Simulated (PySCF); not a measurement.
## Atomic charges by several schemes

Species: norbornane, C7H12.
Cartesian coordinates in Å at the PBE0-D3(BJ)/def2-SVP level; atoms count from 1:
```xyz
19
C7H12 angstrom
C      1.2190    0.9940   -0.1344
C      1.2812   -0.3286   -0.9444
C      0.1256   -1.1528   -0.3558
C     -1.2004   -0.5261   -0.8140
C     -1.2627    0.7974   -0.0057
C      0.0346    0.7654    0.8171
C      0.1694   -0.7329    1.1193
H      2.1484    1.1584    0.4326
H      1.0695    1.8806   -0.7698
H      1.1648   -0.1746   -2.0282
H      2.2430   -0.8432   -0.7945
H      0.2007   -2.2312   -0.5575
H     -2.0483   -1.1840   -0.5677
H     -1.2237   -0.3660   -1.9029
H     -2.1432    0.8200    0.6552
H     -1.3196    1.6903   -0.6473
H      0.0264    1.4388    1.6865
H      1.1160   -0.9935    1.6194
H     -0.6673   -1.1354    1.7126
```

Density: PBE0/pcSseg-1 (PySCF); schemes: Mulliken, IAO, Hirshfeld and ESP-fitted. Isolated species at its PBE0-D3(BJ)/def2-SVP geometry, gas phase.

Task: Which atoms carry the lowest charge in the Mulliken, IAO, Hirshfeld and ESP-fitted schemes?

Result: The schemes don't all agree: Mulliken C3 and C6 (-0.327); IAO C1, C2, C4 and C5 (-0.265); Hirshfeld C7 (-0.075); ESP-fitted C7 (-0.262).

Task: For which atoms does the sign change between the 4 schemes (beyond +0.03 e in one, beyond −0.03 e in another)?

Result: C3 and C6. Atomic charges aren't observables, and each scheme defines them in its own way.

Task: At which atom do the 4 schemes differ most?

Result: At C3: from -0.327 (Mulliken) to +0.151 e (ESP-fitted), 0.478 e apart.

Task: What partial charge does each atom carry?

Result: In e:

```
atom                    environment  Mulliken     IAO  Hirshfeld  ESP-fitted
  C1                ring CH2 carbon    -0.152  -0.265     -0.071      -0.156
  C2                ring CH2 carbon    -0.152  -0.265     -0.071      -0.136
  C3  sp3 carbon at a ring junction    -0.327  -0.106     -0.028      +0.151
  C4                ring CH2 carbon    -0.152  -0.265     -0.071      -0.204
  C5                ring CH2 carbon    -0.152  -0.265     -0.071      -0.194
  C6  sp3 carbon at a ring junction    -0.327  -0.106     -0.028      +0.142
  C7                ring CH2 carbon    -0.116  -0.263     -0.075      -0.262
  H8             methylene hydrogen    +0.121  +0.130     +0.034      +0.058
  H9             methylene hydrogen    +0.117  +0.127     +0.033      +0.056
 H10             methylene hydrogen    +0.117  +0.127     +0.034      +0.052
 H11             methylene hydrogen    +0.121  +0.130     +0.034      +0.051
 H12               methine hydrogen    +0.098  +0.128     +0.036      -0.011
 H13             methylene hydrogen    +0.121  +0.130     +0.034      +0.075
 H14             methylene hydrogen    +0.117  +0.127     +0.033      +0.074
 H15             methylene hydrogen    +0.121  +0.130     +0.034      +0.073
 H16             methylene hydrogen    +0.117  +0.127     +0.033      +0.071
 H17               methine hydrogen    +0.098  +0.128     +0.036      -0.006
 H18             methylene hydrogen    +0.117  +0.125     +0.036      +0.082
 H19             methylene hydrogen    +0.117  +0.125     +0.036      +0.084
```

Mean size of the charges over all atoms: IAO 0.161 e, Mulliken 0.145 e, ESP-fitted 0.102 e, Hirshfeld 0.044 e. Each set sums to the total charge, 0, to within 0.001 e. The ESP scheme fits charges at the nuclei, held to the total charge, to the electrostatic potential on points at 1.4 to 2.0 times the van der Waals radii. The Hirshfeld scheme divides the density at each point in proportion to the densities of the neutral, spherically averaged free atoms.

Task: How closely do the schemes follow one another over all atoms?

Result: Correlation coefficient and root-mean-square difference: IAO with Hirshfeld 1.00, 0.126 e; Mulliken with IAO 0.84, 0.095 e; Mulliken with Hirshfeld 0.83, 0.123 e; Hirshfeld with ESP-fitted 0.77, 0.091 e; IAO with ESP-fitted 0.76, 0.112 e; Mulliken with ESP-fitted 0.32, 0.166 e.

Task: How many electrons does the ESP-fitted scheme count on C4?

Result: Z − q = 6 − (-0.204) = 6.204.

Task: Sum the charges by element.

Result: 
| element | atoms | Mulliken | IAO | Hirshfeld | ESP-fitted |
| --- | --- | --- | --- | --- | --- |
| C | 7 | -1.380 | -1.533 | -0.414 | -0.660 |
| H | 12 | +1.380 | +1.533 | +0.414 | +0.659 |

The run behind these numbers computed NMR shieldings as well. Time: 20 s. Hardware: one thread of an Arm Neoverse V2, no GPU (shared host).
